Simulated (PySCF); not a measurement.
C3H9FSi, SMILES CC[Si@H](C)F.

Geometry: B3LYP-D3(BJ)/def2-SVP. The structure was generated by enumeration; whether it is a known compound was not checked. One conformer was computed; it need not be the lowest.

All values below come from TDA-PBE/def2-SVPD (PySCF).

Vertical excitations. 

Computed UV-visible absorptions:
```
state  energy (eV)  λ (nm)      f          main pairs
-----  -----------  ------  -----  ------------------
S1            6.95     178  0.003      HOMO→LUMO 97 %
S2            7.14     174  0.006    HOMO→LUMO+1 97 %
S3            7.43     167  0.010    HOMO−1→LUMO 96 %
S4            7.58     164  0.007    HOMO→LUMO+2 89 %
S5            7.66     162  0.007  HOMO−1→LUMO+1 91 %
S6            8.09     153  0.077  HOMO−1→LUMO+2 84 %
S7            8.10     153  0.042    HOMO→LUMO+3 85 %
S8            8.32     149  0.016    HOMO→LUMO+4 97 %
S9            8.37     148  0.005    HOMO−2→LUMO 99 %
S10           8.56     145  0.012  HOMO−2→LUMO+1 89 %
T1            6.69     185      0      HOMO→LUMO 97 %
T2            7.00     177      0    HOMO→LUMO+1 96 %
T3            7.16     173      0    HOMO−1→LUMO 92 %
T4            7.37     168      0    HOMO→LUMO+2 95 %
```
Triplets are in the Tamm–Dancoff approximation.
